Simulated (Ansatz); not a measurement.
Molecule: Si2H3 (charge +1, singlet). 
Coordinates optimised at B3LYP-D3(BJ)/def2-TZVP (Ansatz, a quantum-chemistry and plane-wave program):
```xyz
5

Si     1.3569    -0.0015    -0.0415
Si    -1.0518     0.0011     0.0322
H     -1.4316     1.4029    -0.2563
H     -1.3828    -0.4394     1.4065
H     -1.4576    -0.9589    -1.0196
```
Charge +1, spin multiplicity 1.

Basis-set convergence of Hartree-Fock and CCSD(T) correlation energies (hartree) with Ansatz. Cores are frozen in the correlated levels unless marked. Spin-orbit coupling is left out. Non-relativistic.

The Hartree-Fock reference is unstable (checked in the largest basis), which strains HF and MP2. 

| basis | functions | E(HF) | E(corr, CCSD(T)) |
|---|---|---|---|
| def2-SVPD | 72 | -579.08072 | -0.21085 |
| def2-TZVPPD | 147 | -579.27892 | -0.24267 |
| def2-QZVPPD | 251 | -579.29556 | -0.25331 |

Extrapolating the two largest sets (X = 3 and 4) as X^-3: E(corr) = (64·(-0.25331) - 27·(-0.24267))/37 = -0.2611 Eh, an estimate of the basis-set limit. The largest set recovers 97.0 % of it, the smallest 80.8 %.
